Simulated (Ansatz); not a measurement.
Molecule: sum formula SOF, net charge -1, singlet state. 
Coordinates optimised at B3LYP-D3(BJ)/def2-TZVP (Ansatz, a first-principles code):
```xyz
3

O     -1.2683    -0.5471     0.0082
S     -0.1492     0.4979     0.0200
F      1.3927    -0.3989    -0.0430
```
Charge -1, spin multiplicity 1.

Basis-set convergence of Hartree-Fock and CCSD(T) correlation energies (hartree) with Ansatz. Valence correlation only, unless marked. Spin-orbit coupling is left out. No relativistic terms.

```tsv
basis	functions	E(HF)	E(corr, CCSD(T))	rough core time
aug-cc-pV(D+d)Z	78	-571.82946	-0.60326	under 20 s
aug-cc-pV(T+d)Z	147	…	…	20 s
```

Fill in the missing entries.


- aug-cc-pV(T+d)Z, E(HF): -571.89064
- aug-cc-pV(T+d)Z, E(corr, CCSD(T)): -0.74391
